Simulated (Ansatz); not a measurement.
A trace of molecular dynamics of a periodic cell of 22 atoms, H₃Os₁₈C (surface Os(0001), adsorbate CH3, incident energy 0.8 eV, 20° from the normal).

All numbers below come from DFT LDA, scalar-relativistic, plane waves, PAW in Ansatz 0.2.0. Settings: cutoff 420 eV, k mesh 3x2x1, fermi-dirac smearing 0.1 eV, no spin polarisation.

| Item | Value |
| --- | --- |
| ensemble | NVE (velocity Verlet) |
| starting velocities | zero, but for any typed in the input |
| atoms held | 1 to 6 |
| seed | 160208 |

```json
{"time (fs)": "0.0", "T (K)": "387", "potential energy less start (eV)": "0.000", "conserved less start (meV/atom)": "0.00"}
{"time (fs)": "4.0", "T (K)": "486", "potential energy less start (eV)": "-0.205", "conserved less start (meV/atom)": "-0.01"}
{"time (fs)": "8.0", "T (K)": "615", "potential energy less start (eV)": "-0.472", "conserved less start (meV/atom)": "-0.02"}
{"time (fs)": "12.0", "T (K)": "675", "potential energy less start (eV)": "-0.596", "conserved less start (meV/atom)": "-0.02"}
{"time (fs)": "16.0", "T (K)": "668", "potential energy less start (eV)": "-0.583", "conserved less start (meV/atom)": "-0.01"}
{"time (fs)": "20.0", "T (K)": "689", "potential energy less start (eV)": "-0.624", "conserved less start (meV/atom)": "0.00"}
{"time (fs)": "24.0", "T (K)": "825", "potential energy less start (eV)": "-0.906", "conserved less start (meV/atom)": "-0.01"}
{"time (fs)": "28.0", "T (K)": "1035", "potential energy less start (eV)": "-1.340", "conserved less start (meV/atom)": "-0.01"}
{"time (fs)": "32.0", "T (K)": "1249", "potential energy less start (eV)": "-1.784", "conserved less start (meV/atom)": "-0.02"}
{"time (fs)": "36.0", "T (K)": "1410", "potential energy less start (eV)": "-2.116", "conserved less start (meV/atom)": "-0.02"}
{"time (fs)": "40.0", "T (K)": "1528", "potential energy less start (eV)": "-2.361", "conserved less start (meV/atom)": "0.00"}
{"time (fs)": "44.0", "T (K)": "1793", "potential energy less start (eV)": "-2.909", "conserved less start (meV/atom)": "-0.01"}
{"time (fs)": "48.0", "T (K)": "2111", "potential energy less start (eV)": "-3.568", "conserved less start (meV/atom)": "-0.07"}
{"time (fs)": "52.0", "T (K)": "1993", "potential energy less start (eV)": "-3.324", "conserved less start (meV/atom)": "-0.11"}
{"time (fs)": "56.0", "T (K)": "1220", "potential energy less start (eV)": "-1.724", "conserved less start (meV/atom)": "-0.06"}
{"time (fs)": "60.0", "T (K)": "594", "potential energy less start (eV)": "-0.427", "conserved less start (meV/atom)": "0.09"}
{"time (fs)": "64.0", "T (K)": "1292", "potential energy less start (eV)": "-1.873", "conserved less start (meV/atom)": "-0.08"}
{"time (fs)": "68.0", "T (K)": "2036", "potential energy less start (eV)": "-3.413", "conserved less start (meV/atom)": "-0.10"}
{"time (fs)": "72.0", "T (K)": "2190", "potential energy less start (eV)": "-3.732", "conserved less start (meV/atom)": "-0.07"}
{"time (fs)": "76.0", "T (K)": "1927", "potential energy less start (eV)": "-3.185", "conserved less start (meV/atom)": "0.07"}
{"time (fs)": "80.0", "T (K)": "1824", "potential energy less start (eV)": "-2.974", "conserved less start (meV/atom)": "-0.05"}
{"time (fs)": "84.0", "T (K)": "1642", "potential energy less start (eV)": "-2.595", "conserved less start (meV/atom)": "0.00"}
{"time (fs)": "88.0", "T (K)": "1488", "potential energy less start (eV)": "-2.276", "conserved less start (meV/atom)": "0.10"}
{"time (fs)": "92.0", "T (K)": "1453", "potential energy less start (eV)": "-2.207", "conserved less start (meV/atom)": "-0.05"}
{"time (fs)": "96.0", "T (K)": "1345", "potential energy less start (eV)": "-1.983", "conserved less start (meV/atom)": "-0.05"}
{"time (fs)": "100.0", "T (K)": "1263", "potential energy less start (eV)": "-1.813", "conserved less start (meV/atom)": "0.01"}
```

Question: Can this run be trusted? Judge the integration.

Answer: The conserved energy stayed within 0.2 meV per atom of its start (net change 0.0067 meV per atom), so the integration is sound. A run of 0.1 ps of so small a system gives no equilibrium averages. Limits of this set-up: coarse k mesh, thin slab, slab without dipole correction, odd electron count without spin. The time step was 0.5 fs.

Time of the run: 44 min on 4 threads of Arm Neoverse V1, on a shared host, peak memory 2.4 GiB.
